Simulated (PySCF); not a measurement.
F₂Si, SMILES F[Si]F (connectivity only; charge and spin as stated), charge +1, multiplicity 2. Atoms are numbered in the order given.

```xyz
3

F      0.0000    -1.3291     0.3369
Si     0.0000     0.0000    -0.4332
F      0.0000     1.3291     0.3369
```
Charge +1, spin multiplicity 2.

The structure is a stationary point at r2SCAN-D4/def2-TZVP. The isomer is the one that the SMILES or the coordinates give; other isomers of the formula were not compared.

Method: PBE/def2-TZVPD (PySCF).

Gas-phase values at a fixed geometry.

Task: Estimate the frontier levels, dipole moment and polarisability. (The exact figures need the calculation; the answer reports its results.)

Result: 
- α spin, highest occupied and lowest empty level: -15.66 and -10.91 eV
- β spin, highest occupied and lowest empty level: -18.41 and -13.67 eV
- dipole moment about the centre of nuclear charge: 2.67 D
- mean static polarisability: 19.9 bohr³ (2.95 Å³)
- polarisability, principal values: 18.3, 18.9, 22.5 bohr³
- ⟨S²⟩: 0.752 (pure state 0.75)
